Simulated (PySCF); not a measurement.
Dipole response of Fe²⁺ (iron, charge +2)

[Ar] 3d6, high-spin 5D determinant. Calculation: PySCF 2.14, in aug-cc-pVDZ-DK; scalar relativity by spin-free X2C-1e. Coupled (time-dependent) response in atomic units; α is the mean over directions. A double-zeta set is small for polarisabilities.

```csv
method,mean α (bohr³),"α xx, yy, zz",C₆ (like pair),S(−4)
r2SCANh,3.756,"4.008, 4.008, 3.251",10.79,7.910
```

S(−4) is the Cauchy moment in α(ω) = α(0) + S(−4) ω² + …

α(iu) at r2SCANh:

```csv
u (hartree),α(iu) (bohr³)
0,3.756
0.0500,3.736
0.100,3.680
0.200,3.481
0.300,3.223
0.500,2.708
0.750,2.200
1.00,1.827
1.50,1.326
2.00,1.011
3.00,0.6476
5.00,0.3285
```

A single London oscillator, α(iu) = α/(1 + u²/ω²), gives C₆ = (3/4) ω α². Matching the computed C₆ needs ω = 4 × 10.79 / (3 × 3.756²) = 1.02 hartree.

For an ion, C₆ is the dispersion term alone; charge-induced terms of lower order in 1/R come first.

The components differ because the open shell of this determinant is not spherical; for a pure term their mean is the scalar polarisability.
